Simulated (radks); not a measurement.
Results of a calculation; reference values are marked as such.
Task: Ionisation of Ca, [Ar] 4s2, to Ca+, [Ar] 4s1, under several functionals. Scalar-relativistic Kohn-Sham, spin-polarised, spherical densities, finite nucleus; open shells are filled with parallel spins first; a radial shooting solver on a logarithmic mesh with Libxc functionals. The NIST Atomic Spectra Database gives 6.113 eV (measured). Rank these functionals by the error of their Delta-SCF ionisation energy: exchange-only r2SCAN; r2SCAN; TASK exchange with Perdew-Wang LDA correlation; MS2 meta-GGA.

Result: From best to worst: MS2 meta-GGA 5.977 eV (-0.136); r2SCAN 5.832 eV (-0.281); TASK exchange with Perdew-Wang LDA correlation 5.466 eV (-0.647); exchange-only r2SCAN 5.040 eV (-1.073).
